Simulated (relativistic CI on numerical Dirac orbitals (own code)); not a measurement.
# Line list: Electric-dipole lines, Pb3+

These numbers are calculated, not measured: Dirac-Coulomb-Breit CI, KLI orbitals optimised for each configuration, QED by a radiative potential, valence Slater integrals scaled by 0.85, configuration energies shifted to the measured levels that pair with them (semi-empirical) (own radial code, finite nucleus).

Configurations in the expansion (outside the closed core [Xe] 4f14): 5d¹⁰6s, 5d¹⁰6p, 5d⁹6s², 5d¹⁰6d, 5d¹⁰7s, 5d¹⁰8s, 5d¹⁰7d, 5d¹⁰6f, 5d⁸6s6p², 5d⁹6s6p, 5d⁹6s5f, 5d¹⁰7p, 5d¹⁰5f, 5d⁹6p², 5d⁹6s5g, 5d⁸6s²6p, 5d¹⁰8p, 5d¹⁰5g, 5d¹⁰8d, 5d¹⁰7f, 5d⁸6s6d², 5d⁹6p6d, 5d⁹6s7p, 5d⁹6s7s, 5d⁹6s6d, 5d⁸6s5f², 5d⁹5f6p, 5d⁸6s²6d, 5d⁹6s8s, 5d⁹6s7d. Levels of other configurations are missing.

```tsv
λ vac (Å)	Lower	Upper	A (s⁻¹)	gf	Branching (%)
575.90	5d¹⁰6p ²P°1/2 [2]	5d¹⁰7d ²D3/2 [37]	6.98e+08	1.39e-01	41.8
578.56	5d¹⁰6p ²P°1/2 [2]	5d¹⁰8s ²S1/2 [36]	7.64e+08	7.67e-02	27.7
653.38	5d¹⁰6p ²P°3/2 [3]	5d¹⁰8s ²S1/2 [36]	1.17e+09	1.50e-01	42.4
923.27	5d¹⁰6p ²P°1/2 [2]	5d¹⁰7s ²S1/2 [11]	1.43e+09	3.66e-01	35.2
926.91	5d¹⁰6p ²P°1/2 [2]	5d¹⁰6d ²D3/2 [10]	4.07e+09	2.10e+00	87.5
1035.4	5d¹⁰6s ²S1/2 [1]	5d¹⁰6p ²P°3/2 [3]	2.17e+09	1.40e+00	100.0
1109.7	5d¹⁰6p ²P°3/2 [3]	5d¹⁰6d ²D5/2 [14]	3.68e+09	4.07e+00	100.0
1129.7	5d¹⁰6p ²P°3/2 [3]	5d¹⁰7s ²S1/2 [11]	2.63e+09	1.01e+00	64.8
1135.2	5d¹⁰6p ²P°3/2 [3]	5d¹⁰6d ²D3/2 [10]	5.83e+08	4.51e-01	12.5
1302.2	5d¹⁰6s ²S1/2 [1]	5d¹⁰6p ²P°1/2 [2]	1.10e+09	5.59e-01	100.0
2205.2	5d¹⁰6p ²P°1/2 [2]	5d⁹6s² ²D3/2 [5]	4.17e+06	1.22e-02	96.3
```

Terms are leading LS components. Brackets give the number of a level in order of energy, since labels repeat. The list gives strong lines, with weight on those to low levels, without configurations that were not tied to measured data, without lines whose two gauges differ by over a factor of 2.5, among the lowest 176 of 2222 levels, so that lines to higher ones, which can be the strongest, are missing, and without lines across small gaps between configurations, and without 2 lines that miss the measured interval by over 3.5 %, start from a term whose rates miss tabulated ones by over 60 %, have gauges far apart or, lacking measured levels, span too small a gap for the errors found; lines with a level outside our table were not tested and can miss by more. Levels whose partners in the same complex of configurations lie outside the list can be far off, and so can their lines. Rates are taken at the computed energies, electric ones in the length gauge.

Configurations whose levels could be paired with our table of measured levels were shifted onto them, all but the ground configuration, by the median error of their levels; single terms can still be off by 1,000 to 2,000 cm⁻¹ or more, and rates follow the energies as ν³ (E1, M1) or ν⁵ (E2). The others borrow a shift and can be off by several thousand cm⁻¹ or more. The fine structure of a lone outer electron comes out too small, for d and f at times inverted, and misplaced configurations move strength between like terms. 10 of the 10 excited levels that our extract of the measured tables holds in this range could be paired (the sources list more); they are missed by 243 cm⁻¹ on average and 634 at most, after the shifts were fitted to these levels, and levels without a partner can miss by more.

LS names give the leading component of a level, which can be under half, so a name can repeat, a term be missing and a line seem to break the LS rules.
